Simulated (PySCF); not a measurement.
# Spectroscopy problems

PySCF 2.14 calculation with GIAO PBE0/pcSseg-1 shieldings and geometry: GFN2-xTB; single conformer, in vacuum, relativity neglected, fast rotation and ring inversion assumed for equivalent nuclei.

Scale: ¹H and ¹³C vs TMS (reference shieldings calculated alike). Splittings of carbon signals by F and P are missing where no couplings were computed. Where no couplings were computed, multiplicities follow the n + 1 count of equivalent neighbours, and m marks all less simple cases (inequivalent or close neighbours, rings, F or P nearby). Shifts are as computed. Against solution values, carbons near 30 ppm lie about +3 ppm off and those near 130 ppm about +5 ppm. Of 1309 compounds with measured shifts, 239 miss one by over three times the rms of a fit or turn the order of signals round; such compounds aren't used in these exercises. OH and NH positions are gas-phase values without hydrogen bonding to other molecules.

**Question.** C3H5NO4Si. ¹H NMR (500 MHz, computed): δ 8.06 (s, 1H), 4.00 (br s, 2H), 1.70 (s, 2H). ¹³C{¹H} NMR (computed): δ 165.7 (CH), 121.1 (C), 2.5 (CH2). Give a structure.

**Answer.** `InChI=1S/C3H5NO4Si/c4-1-2-9(6,7)8-3-5/h3,6-7H,2H2`. Rings plus π bonds: 3 (no ring in the answer). 3 carbon signals for 3 carbons: no two carbons are equivalent. Carbon types of the structure: 1 × C, 1 × CH, 1 × CH2, leaving 2 H on heteroatoms. δC 165.7: carbonyl carbon. δC 121.1: nitrile carbon; this is the usual window of a C≡N carbon, which has no attached hydrogen. δC 2.5: sp3 CH2 bonded to Si, α to a nitrile; an electropositive neighbour leaves it electron-rich and shielded. δH 4.00: hydrogen on an oxygen bonded to Si; exchangeable; this is the value without hydrogen bonding to other molecules.

The data come from this structure; uniqueness wasn't tested.

**Question.** C4H10FNSi2. ¹H NMR (400 MHz, computed): δ 8.79 (m, 1H), 8.76 (m, 1H), 6.27 (m, 1H), 5.06 (t, 2H), 4.19 (m, 3H), 1.84 (m, 2H). ¹³C{¹H} NMR (computed): δ 176.3 (CH2), 168.9 (C), 129.8 (CH), 16.9 (CH2). What is it?

**Answer.** `InChI=1S/C4H10FNSi2/c1-6-8-3-2-4(5)7/h2H,1,3,8H2,7H3/b4-2-`. Rings plus π bonds: 2 (no ring in the answer). 4 carbon signals for 4 carbons: no two carbons are equivalent. Carbon types of the structure: 1 × C, 1 × CH, 2 × CH2, leaving 5 H on heteroatoms. δC 176.3: C=N carbon. δC 168.9: fully substituted alkene carbon. δC 129.8: alkene CH; an sp2 carbon of a C=C bond. δH 8.79, 8.76: hydrogen on a C=N carbon.

The data come from this structure; uniqueness wasn't tested.
